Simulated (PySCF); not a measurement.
# Core-level binding energies of `CCC[Si](C)(C)O[SiH3]`

C₅H₁₆OSi₂.
Numbering: `[CH3:1][CH2:2][CH2:3][Si:4]([CH3:5])([CH3:6])[O:7][SiH3:8]`

Geometry (PBE0-D3(BJ)/def2-SVP, Å), atoms numbered from 1 in this order:
```xyz
24
C5H16OSi2 angstrom
C      3.2926    0.2203   -0.3969
C      1.9513   -0.4983   -0.3977
C      0.7601    0.4332   -0.1725
Si    -0.9277   -0.4025   -0.1745
C     -1.0774   -1.6301    1.2304
C     -1.2677   -1.2293   -1.8187
O     -2.0960    0.7785    0.0499
Si    -2.3399    2.3790    0.3651
H      3.3310    0.9883   -1.1862
H      4.1291   -0.4755   -0.5655
H      3.4688    0.7293    0.5644
H      1.9592   -1.2823    0.3801
H      1.8261   -1.0336   -1.3554
H      0.7483    1.2212   -0.9486
H      0.8769    0.9644    0.7906
H     -2.0863   -2.0706    1.2537
H     -0.8965   -1.1438    2.2016
H     -0.3520   -2.4518    1.1199
H     -1.1892   -0.5055   -2.6450
H     -0.5523   -2.0446   -2.0109
H     -2.2818   -1.6574   -1.8378
H     -1.8402    2.7404    1.7287
H     -1.6290    3.2375   -0.6343
H     -3.8016    2.6659    0.2944
```

Method: PySCF, delta-SCF UKS SCAN, pcX-2 on the ionised atom, pcseg-1 elsewhere, spin-free X2C. Binding energies are ΔSCF values: E(core-ionised, relaxed orbitals) − E(ground state) at a fixed geometry, referred to the vacuum level.

**Question.** What binding energy does each computed site have?

**Answer.** 
```json
{"atom(s)": "Si8", "environment": "oxygen-bound silicon", "level": "Si 1s", "binding energy (eV)": "1847.18", "2p1/2 (eV)": "–", "above the level's lowest (eV)": "+0.78", "count": "1"}
{"atom(s)": "Si4", "environment": "oxygen-bound silicon", "level": "Si 1s", "binding energy (eV)": "1846.40", "2p1/2 (eV)": "–", "above the level's lowest (eV)": "0.00", "count": "1"}
{"atom(s)": "O7", "environment": "siloxane oxygen", "level": "O 1s", "binding energy (eV)": "537.31", "2p1/2 (eV)": "–", "above the level's lowest (eV)": "0.00", "count": "1"}
{"atom(s)": "C2", "environment": "chain CH2 carbon", "level": "C 1s", "binding energy (eV)": "290.57", "2p1/2 (eV)": "–", "above the level's lowest (eV)": "+0.79", "count": "1"}
{"atom(s)": "C1", "environment": "methyl carbon", "level": "C 1s", "binding energy (eV)": "290.48", "2p1/2 (eV)": "–", "above the level's lowest (eV)": "+0.70", "count": "1"}
{"atom(s)": "C5/C6", "environment": "Si-methyl carbon", "level": "C 1s", "binding energy (eV)": "289.89", "2p1/2 (eV)": "–", "above the level's lowest (eV)": "+0.11", "count": "2"}
{"atom(s)": "C3", "environment": "sp3 carbon bound to silicon", "level": "C 1s", "binding energy (eV)": "289.78", "2p1/2 (eV)": "–", "above the level's lowest (eV)": "0.00", "count": "1"}
{"atom(s)": "Si8", "environment": "oxygen-bound silicon", "level": "Si 2p3/2", "binding energy (eV)": "107.26", "2p1/2 (eV)": "107.88", "above the level's lowest (eV)": "+0.82", "count": "1"}
{"atom(s)": "Si4", "environment": "oxygen-bound silicon", "level": "Si 2p3/2", "binding energy (eV)": "106.44", "2p1/2 (eV)": "107.07", "above the level's lowest (eV)": "0.00", "count": "1"}
```

Lowest listed C 1s: C3, bonded to C, 2 H and Si. Highest, 0.79 eV above it: C2, bonded to 2 C and 2 H. Summing the Pauling electronegativity differences to the bonded atoms, each weighted by its formal bond order, gives -1.35 for the lowest site and -0.70 for the highest; no listed site has a larger sum than the highest. The smallest sum, -1.70, belongs to C5/C6, 0.11 eV above the lowest.

Lowest listed Si 1s: Si4, bonded to O and 3 C. Highest, 0.78 eV above it: Si8, bonded to O and 3 H. Summing the Pauling electronegativity differences to the bonded atoms, each weighted by its formal bond order, gives +3.49 for the lowest site and +2.44 for the highest; the largest sum, +3.49, belongs to Si4, 0.78 eV below the top. The smallest sum, +2.44, belongs to Si8, 0.78 eV above the lowest.

Lowest listed Si 2p3/2: Si4, bonded to O and 3 C. Highest, 0.82 eV above it: Si8, bonded to O and 3 H. Summing the Pauling electronegativity differences to the bonded atoms, each weighted by its formal bond order, gives +3.49 for the lowest site and +2.44 for the highest; the largest sum, +3.49, belongs to Si4, 0.82 eV below the top. The smallest sum, +2.44, belongs to Si8, 0.82 eV above the lowest.

**Question.** Which photon energy gives electrons from C 1s of C1 a kinetic energy of 50 eV, and what is their de Broglie wavelength?

**Answer.** hν = 290.48 + 50 = 340.48 eV, recoil neglected; λ = 12.264 Å/√(E/eV) = 1.73 Å.

Topologically equivalent atoms share the value of their first member; where this conformer doesn't relate them by symmetry, their own values could differ. The 2p values aren't plain energy differences: one relaxed spin-free 2p hole is combined with a matrix within the shell (ground-state 2p orbital-energy differences and spin–orbit coupling). 2p3/2, the mean of its two sublevels, lies a third of the splitting below the shell's mean and 2p1/2 two thirds above it; the statistical areas are 2:1. 2p1/2 minus 2p3/2 (ligand field included): Si 0.63 eV. One conformer (not necessarily the lowest) at the PBE0-D3(BJ)/def2-SVP geometry, without solvent, vibrations or thermal averaging.

Hardware: one thread, x86-64 server, no GPU, shared host. Cost: 3.3 min.
